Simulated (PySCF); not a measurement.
C₂H₁₂N₂Si₂.
SMILES: `C[Si](N)(N)C[SiH3]`

Torsions of this conformer, `[CH3:1][Si:2]([NH2:3])([NH2:4])[CH2:5][SiH3:6]`: C1–Si2–C5–Si6 66°, H–N3–Si2–C1 36°, H–N3–Si2–C1 180°, H–N4–Si2–C1 -83°, H–N4–Si2–C1 61°.

The closed-shell ground state was solved at several levels (PySCF, density fitting, gas phase, non-relativistic). One conformer (not necessarily the lowest) at the PBE0-D3(BJ)/def2-SVP geometry, without solvent, vibrations or thermal averaging.

| level | basis functions | HOMO (eV) | LUMO (eV) | gap (eV) | dipole (D) |
| --- | --- | --- | --- | --- | --- |
| PBE0/pcSseg-1 | 176 | -6.97 | 0.77 | 7.74 | 1.06 |
| CAM-B3LYP/def2-SVPD | 224 | -8.45 | 0.94 | 9.39 | 0.92 |

Task: Estimate the row for wB97X-D/pcSseg-1, a basis of 176 functions; the other rows only guide the guess.

Result: HOMO -8.87 eV, LUMO 2.53 eV, gap 11.40 eV, dipole 1.01 D.

Task: Over all these levels, which gives the widest orbital gap and which the narrowest?

Result: wB97X-D/pcSseg-1 (range-separated hybrid) has the widest, 11.40 eV, and PBE0/pcSseg-1 (global hybrid, 25 % exact exchange) the narrowest, 7.74 eV. The two share the basis. From the narrowest to the widest the HOMO moves by -1.90 eV and the LUMO by +1.76 eV.

Task: How far do the dipole and the HOMO energy spread over the levels?

Result: The dipole runs from 0.92 to 1.06 D (mean 1.00 D) and the HOMO from -8.87 to -6.97 eV.
